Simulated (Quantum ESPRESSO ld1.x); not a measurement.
Species: Ge II. Configuration: [Ar] 3d10 4p1 5s2 (not the ground configuration). Calculated with ld1.x of Quantum ESPRESSO 7.5: scalar-relativistic Kohn-Sham, PBE, spin-unpolarised, spherical densities, point nucleus.

X-ray form factor f0, the Fourier transform of the density (f0(0) = 31):

sin(theta)/lambda (1/angstrom)  f0 (electrons)
0.05                                    29.984
0.1                                     28.103
0.15                                    26.587
0.2                                     25.280
0.25                                    23.844
0.3                                     22.272
0.4                                     19.106
0.5                                     16.227
0.6                                     13.759
0.8                                     10.159
1                                        8.045
1.25                                     6.622
1.5                                      5.769
2                                        4.431
